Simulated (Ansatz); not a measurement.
The first iterations of a band of C3H7B2F (13 atoms, charge 0, multiplicity 1).

Method: Ansatz 0.2.0, RKS PBE0-D4/def2-SVP.

* movable images: 9
* climbing image: yes
* spring: 5.0 eV/Å²
* optimiser: quadratic models (default)
* start path: through a guess of the saddle point
* force threshold: 0.03 eV/Å
* iteration limit: 60
* end points: relaxed

Image 0:

```xyz
13
Properties=species:S:1:pos:R:3
B -0.216 -2.953 -0.266
B 0.492 -1.414 -0.329
F 1.762 -1.301 -0.758
C -0.239 -0.105 0.077
C 0.373 1.093 -0.001
C -0.217 2.411 0.355
H -0.166 -3.647 0.727
H -0.829 -3.421 -1.201
H -1.276 -0.127 0.438
H 1.410 1.112 -0.363
H 0.383 2.906 1.137
H -1.253 2.320 0.712
H -0.203 3.091 -0.514
```

Image 10:

```xyz
13
Properties=species:S:1:pos:R:3
B -0.189 -2.505 0.079
B 0.715 -1.375 -0.817
F 1.570 -1.838 -1.743
C 0.616 0.160 -0.632
C -0.220 0.712 0.267
C -0.405 2.164 0.534
H 0.216 -2.975 1.120
H -1.278 -2.895 -0.282
H 1.237 0.830 -1.244
H -0.845 0.043 0.881
H -0.187 2.398 1.590
H -1.453 2.462 0.364
H 0.243 2.783 -0.103
```

| iteration | highest image above the first end (eV) | largest band force component (eV/Å) |
| --- | --- | --- |
| 1 | 140.511 | 317.341 |
| 2 | 71.740 | 164.511 |
| 3 | 35.291 | 48.691 |
| 4 | 20.970 | 24.355 |
| 5 | 13.729 | 13.175 |
| 6 | 10.603 | 5.891 |
| 7 | 9.360 | 4.304 |
| 8 | 8.122 | 5.874 |
| 9 | 7.186 | 6.010 |
| 10 | 6.422 | 4.365 |
| 11 | 5.198 | 4.383 |
| 12 | 3.357 | 5.025 |
| 13 | 1.821 | 4.321 |
| 14 | 0.946 | 3.671 |
| 15 | 0.640 | 2.319 |
| 16 | 0.640 | 2.401 |

Q: Does the band converge within its limit, and where does its top end?

A: The run converged. It ended after 49 iterations with the highest image 0.206 eV above the first end. The profile has 2 maxima (images 2, 5) with wells between them (image 3): this band takes more than one step, which may be the mechanism or a detour left from its start path. A vibrational analysis at the climbing image gives one clearly imaginary mode, 121i cm⁻¹: a first-order saddle point.

Run time: 19 min on 2 threads of Arm Neoverse V2, on a shared host, peak memory 0.28 GiB.
